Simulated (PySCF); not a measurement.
Species: C6H5F3N (doublet state).
Numbering: `[CH2:1]=[C:2][C@@H:3]([N:4]=[CH2:5])[C:6]([F:7])=[C:8]([F:9])[F:10]` (hydrogens: H11, H12 on C1; H13 on C3; H14, H15 on C5)

Geometry (GFN2-xTB, Å), atoms numbered from 1 in this order:
```xyz
15
C6H5F3N angstrom
C      0.8140    1.8809    0.0922
C      0.5422    0.9881   -0.8048
C     -0.1647   -0.3046   -0.9174
N      0.5211   -1.4389   -0.3497
C      1.7540   -1.4455   -0.1455
C     -1.5277   -0.1777   -0.2771
F     -2.5542    0.0331   -1.1195
C     -1.7666   -0.1972    1.0300
F     -2.9519   -0.0428    1.6033
F     -0.8240   -0.3726    1.9473
H      1.4122    2.7486   -0.1434
H      0.4737    1.8434    1.1289
H     -0.3465   -0.5504   -1.9749
H      2.1873   -2.3465    0.2618
H      2.4264   -0.6100   -0.3532
```

The hyperfine couplings belong to this conformer and change with its torsions.

Method used: PySCF, UKS B3LYP, pcH-1 on C F H N, non-relativistic, mean-field spin-orbit, GIAO. One conformer (not necessarily the lowest) at the GFN2-xTB geometry, without solvent, vibrations or thermal averaging. GFN2-xTB frequencies show an imaginary mode (36i cm⁻¹), so this geometry is no minimum at that level. A GFN2-xTB geometry isn't a minimum of the functional, and hyperfine couplings can be far from their values at a DFT geometry. No stability test was run, so a lower SCF solution isn't excluded.

Mulliken spin populations: C1 -0.167, C2 +0.972, C3 -0.027, N4 +0.024, C5 -0.008, C6 +0.014, F7 0.000, C8 +0.028, F9 +0.003, F10 +0.003, H11 +0.045, H12 +0.088, H13 +0.023, H14 +0.003, H15 0.000.

Q: Give the computed dipolar 1H tensors of H13, H14, H15.

A: 
```tsv
atom	position	distance from C2 (Å)	T1 (MHz)	T2	T3
H13	2 bonds from C2	2.13	-6.83	-6.03	12.86
H14	4 bonds from C2	3.87	-1.34	-1.00	2.33
H15	4 bonds from C2	2.51	-4.63	-3.22	7.85
```

Q: Estimate them with point dipoles: put each population ρk at its nucleus, leave out the nucleus itself and the atom bound to it, and sum T = Σ [ρk/(2S)]·C·(3 n nᵀ − 1)/r³ with C = μ0 gₑ μB g_N μN/(4π h) = 79.06 MHz Å³.

A: 
```json
{"atom": "H13", "T1 (MHz)": "-7.85", "T2": "-7.47", "T3": "15.32", "T3, computed": "12.86", "difference in T3 (%)": "+19"}
{"atom": "H14", "T1 (MHz)": "-1.47", "T2": "-1.32", "T3": "2.79", "T3, computed": "2.33", "difference in T3 (%)": "+19"}
{"atom": "H15", "T1 (MHz)": "-4.80", "T2": "-4.29", "T3": "9.08", "T3, computed": "7.85", "difference in T3 (%)": "+16"}
```

Q: If all the spin sat on C2, T∥ = 2C/r³. What distance does the computed T3 of H14 then imply?

A: r = (2 × 79.06/2.33)^(1/3) = 4.08 Å, against 3.87 Å in the structure.

Time: 1.7 min of wall time (grids of density and orbitals included); peak memory 0.97 GiB. Hardware: one thread, Arm Neoverse V1 (aarch64), no GPU, shared host with 32 logical CPUs at a one-minute load of 12.
